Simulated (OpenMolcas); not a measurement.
Ar VI: the spin-orbit constant, worked from levels

```json
{
 "Program": "OpenMolcas",
 "Basis": "ANO-RCC-VTZP [5s4p2d1f]",
 "Scalar Hamiltonian": "DKH2, point nucleus",
 "Active space": "3 electrons in 4 orbitals (3s 3p)",
 "State averaging": "2S+1 = 4 odd, 1 root; 2S+1 = 2 odd, 11 roots; 2S+1 = 4 even, 3 roots; 2S+1 = 2 even, 9 roots",
 "Spin-orbit coupling": "RASSI with atomic mean-field integrals over the reference wave functions, term energies averaged over their components"
}
```

Methods: CASSCF; MS-CASPT2, IPEA 0.25 Eh, imaginary shift 0.1 Eh (closed shells correlated: 2s 2p). Measured levels: Saloman, J. Phys. Chem. Ref. Data 39, 033101 (2010).

**The spin-orbit constant.** For the Hund term ²P° of p1, E(J) = (A/2) J(J+1) + constant and ζ = 2S·A = A. From J = 1/2 to J = 3/2 the energy changes by 1.5 A.

| Source | E(3/2) - E(1/2) | A | ζ |
| --- | --- | --- | --- |
| CASSCF | 2026.7 | 1351.1 | 1351 |
| MS-CASPT2 | 2035.2 | 1356.8 | 1357 |
| measured | 2207.9 | 1471.9 | 1472 |

All in cm-1. MS-CASPT2 is off by -7.8 % and CASSCF by -8.2 %. Both methods take the spin-orbit matrix elements from the reference wave functions, so the second can move ζ only through the term energies and any multistate remixing.

Over all roots computed the reference weight is 0.90 to 0.99 in MS-CASPT2; the roots of lowest weight are the least certain, and an intruder state may touch them. Measured partners are found by configuration, term and J. A level has none where our copy of the source lacks it or the pairing is in doubt (some pairs that miss far off the trend of their configuration count as doubtful), and it then counts in no deviation. Only configurations of the active space appear.

° marks odd parity.
